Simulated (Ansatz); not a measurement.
A structure relaxed at r2SCAN-D4/def2-SVP in Ansatz, charge 0, singlet:

Cartesian coordinates in Å:
```
Cd -1.866 -1.818 2.080
O -0.277 -2.534 2.987
Cd 1.458 -1.901 2.318
O 3.251 -1.343 1.743
Cd 3.323 -0.094 0.229
O 3.529 1.151 -1.277
Cd 1.866 1.810 -2.088
O 0.277 2.540 -2.982
Cd -1.458 1.913 -2.309
O -3.251 1.362 -1.727
Cd -3.323 0.092 -0.231
O -3.529 -1.175 1.256
```

Give its formula, name or SMILES and point group.

(CdO)6 ring (Cd₆O₆). Point group D6h (tolerance 0.1 Å).

Summarise the bond lengths by kind (pairs closer than 1.2 times the sum of covalent radii, bridged metal pairs left out).

12 × Cd–O 1.96 Å.

In the def2 sets Cd takes a core potential; there is no spin–orbit coupling.
